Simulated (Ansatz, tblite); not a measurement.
Cost and result up the ladder for the cluster K₂Te (the lowest singlet isomer of a short search) (3 atoms). The state is a singlet with charge 0. Geometry: PBE-D4/def2-TZVP.

```xyz
3

K     1.715   -2.095   -0.066
K    -1.297    2.192   -0.920
Te   -0.419   -0.098    0.986
```

Ansatz on 4 threads of Arm Neoverse V1 on a shared host; xTB runs through tblite on one thread. Times are rough, summed over both states, and most runs start from the orbitals of an earlier one. CCSD(T)/def2-TZVPP serves as the yardstick here, not as an exact answer. The other state is a doublet.

In the def2 sets Te takes a core potential; there is no spin–orbit coupling. The xTB rows come from tblite. Correlated methods freeze 14 core orbitals; core or outer-core shells of K, Te are correlated, in sets that lack core-valence functions. The structure comes from a short search, and lower isomers may exist.

Correlated methods converge slowly with the basis.

Raw xTB energies of ions are shifted by several eV.

| level | functions | wall time | vertical IE (eV) | difference from CCSD(T)/def2-TZVPP (eV) |
| --- | --- | --- | --- | --- |
| GFN1-xTB | 17 | 0.004 s | 10.73 | 6.08 |
| GFN2-xTB | 17 | 0.005 s | 8.53 | 3.88 |
| PBE-D4/def2-TZVP | 116 | 4.3 s | 4.97 | 0.32 |
| PBE0-D4/def2-TZVP | 116 | 7.7 s | 4.81 | 0.16 |
| CCSD(T)/def2-TZVPP | 116 | 14 s | 4.65 | 0.00 |
| r2SCAN-D4/def2-TZVP | 116 | 16 s | 4.79 | 0.14 |
